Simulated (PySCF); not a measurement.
## Correlation energy of Br³⁺ (bromine, charge +3)

[Ar] 3d10 4s2 4p2, high-spin 3P determinant. Calculation: PySCF 2.14, in aug-cc-pVDZ-PP with ECP10MDF (5s4p3d, 32 functions); a scalar-relativistic core potential. Frozen: 3s2 3p6 3d10; 4 electrons correlated.

MP2 pair energies summed by pair of shells (mhartree):

```
 pair  energy  share (%)
4s-4p  -27.76       61.5
4s-4s  -12.89       28.5
4p-4p   -4.51       10.0
```

Total MP2 correlation energy: -45.16 mhartree.

Same-spin part -6.97 and opposite-spin part -38.19 mhartree; SCS-MP2 scales them by 1/3 and 6/5 to -48.15 mhartree.

```csv
level,correlation energy (mhartree)
CCSD,-61.53
(T),-0.52
CCSD(T),-62.05
```

Diagnostics: T1 = 0.0052, D1 = 0.0144, largest double amplitude 0.093.

Cost of the coupled-cluster step: 0.28 s of wall time on 1 thread of Intel(R) Xeon(R) Platinum 8259CL CPU @ 2.50GHz (shared host), for 4 correlated electrons.

Iterations:

```
CC2 = 0
CCSD nocc = (np.int64(3), np.int64(1)), nmo = (23, 23)
frozen orbitals [[0, 1, 2, 3, 4, 5, 6, 7, 8], [0, 1, 2, 3, 4, 5, 6, 7, 8]]
max_cycle = 100
direct = 0
conv_tol = 1e-08
conv_tol_normt = 1e-06
diis_space = 8
diis_start_cycle = 0
Init t2, MP2 energy = -0.0451601297767488
Init E_corr(UCCSD) = -0.045160129777669
cycle = 1  E_corr(UCCSD) = -0.0567391268656877  dE = -0.0115789971  norm(t1,t2) = 0.0392055
cycle = 2  E_corr(UCCSD) = -0.0599328237910473  dE = -0.00319369693  norm(t1,t2) = 0.0135571
cycle = 3  E_corr(UCCSD) = -0.061544876756888  dE = -0.00161205297  norm(t1,t2) = 0.00547917
cycle = 4  E_corr(UCCSD) = -0.0615254616661355  dE = 1.94150908e-05  norm(t1,t2) = 0.000755091
cycle = 5  E_corr(UCCSD) = -0.0615315826306801  dE = -6.12096454e-06  norm(t1,t2) = 8.69273e-05
cycle = 6  E_corr(UCCSD) = -0.0615299489722784  dE = 1.6336584e-06  norm(t1,t2) = 1.02127e-05
cycle = 7  E_corr(UCCSD) = -0.0615304935470158  dE = -5.44574737e-07  norm(t1,t2) = 1.49114e-06
cycle = 8  E_corr(UCCSD) = -0.0615303524497232  dE = 1.41097293e-07  norm(t1,t2) = 3.82751e-07
cycle = 9  E_corr(UCCSD) = -0.0615303574094331  dE = -4.95970995e-09  norm(t1,t2) = 4.95054e-08
UCCSD converged
E(UCCSD) = -413.1280832375376  E_corr = -0.06153035740943312
UCCSD(T) correction = -0.000524786019365648
```
